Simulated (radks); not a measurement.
Q: Excited configurations of S I: one electron is placed in a higher orbital outside [Ne] 3s2 3p3. The ground configuration is [Ne] 3s2 3p4. Calculated with a radial shooting solver on a logarithmic mesh with Libxc functionals: scalar-relativistic Kohn-Sham, PBE, spin-unpolarised, spherical densities, finite nucleus; Fermi nuclear charge, rms radius 3.2611 fm. Excitation = E - E(ground); binding = E(ion) - E, where the ion is the core of charge +1; n* = 1/sqrt(2 binding) in atomic units, and the quantum defect is n - n*.

| outer orbital | excitation (eV) | binding (eV) | n* | quantum defect | eigenvalue (eV) | <r> (bohr) |
|---|---|---|---|---|---|---|
| 4s | 8.054 | 3.715 | 1.914 | 2.086 | -2.040 | 5.805 |
| 4p | 9.269 | 2.500 | 2.333 | 1.667 | -1.301 | 7.647 |
| 4d | 10.475 | 1.294 | 3.243 | 0.757 | -0.670 | 13.87 |
| 5s | 10.018 | 1.750 | 2.788 | 2.212 | -1.055 | 12.42 |
| 5p | 10.424 | 1.344 | 3.181 | 1.819 | -0.791 | 15.40 |
| 5f | 11.143 | 0.626 | 4.662 | 0.338 | -0.366 | 29.54 |
| 6s | 10.755 | 1.013 | 3.664 | 2.336 | -0.646 | 21.73 |
| 6f | 11.317 | 0.452 | 5.488 | 0.512 | -0.285 | 44.32 |
| 7s | 11.106 | 0.663 | 4.531 | 2.469 | -0.438 | 33.78 |
| 7p | 11.201 | 0.568 | 4.895 | 2.105 | -0.374 | 38.91 |
| 7f | 11.428 | 0.341 | 6.316 | 0.684 | -0.227 | 62.64 |

Estimate the row for 4f.

A: excitation (eV) 10.860; binding (eV) 0.909; n* 3.869; quantum defect 0.131; eigenvalue (eV) -0.436; <r> (bohr) 17.44. The Delta-SCF ionisation energy is 11.769 eV (NIST Atomic Spectra Database: 10.360 eV, measured). Self-interaction in the functional shifts the binding energies and quantum defects, so they are the method's values and not measured ones. Spin polarisation and multiplet splitting are left out, so open shells lie too high by an amount that depends on their filling.

Beside tabulated values, note that spin-unpolarised runs miss the spin-polarisation part of the exchange energy of open shells.
